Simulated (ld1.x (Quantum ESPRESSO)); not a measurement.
# bismuth: excitation energies, all-electron against TM

bismuth, norm-conserving Troullier–Martins (Kleinman–Bylander form), made with ld1.x (Quantum ESPRESSO) 7.5 (PBE, scalar-relativistic). Core [Xe] 4f14 5d10, reference 6s2 6p2 (charge +1). Waves: 6p (bound): rc 2.55 bohr; 6s (bound): rc 1.85 bohr. Local part: the s channel. Core correction: a·sin(br)/r model core inside 1.15 bohr.

Energies are relative to the spin-unpolarised reference configuration 6s2 6p2; without spin polarisation the order of configurations can differ from experiment.

| valence configuration | charge | ΔE all-electron (eV) | error AE − PS (meV) |
| --- | --- | --- | --- |
| 6s2 6p3 | 0 | -7.913 | -4.1 |
| 6s2 6p1 | +2 | 15.247 | -32 |
| 6s2 6p0 | +3 | 38.590 | -169 |
| 6s1 6p3 | +1 | 10.818 | -35 |
| 6s2 6p2.5 | +0.5 | -4.816 | -0.6 |
| 6s1 6p0 | +4 | 83.995 | -686 |

Question: What are ΔE and the potential's error for 6s2 6p3.3?

Answer: ΔE = -9.006 eV all-electron; the error (AE − PS) is -6.1 meV.

Note: ghost state, extra bound levels that the all-electron valence spectrum of the same l lacks: d at -5.0 eV. A true bound ghost makes a file unfit for plane-wave use.
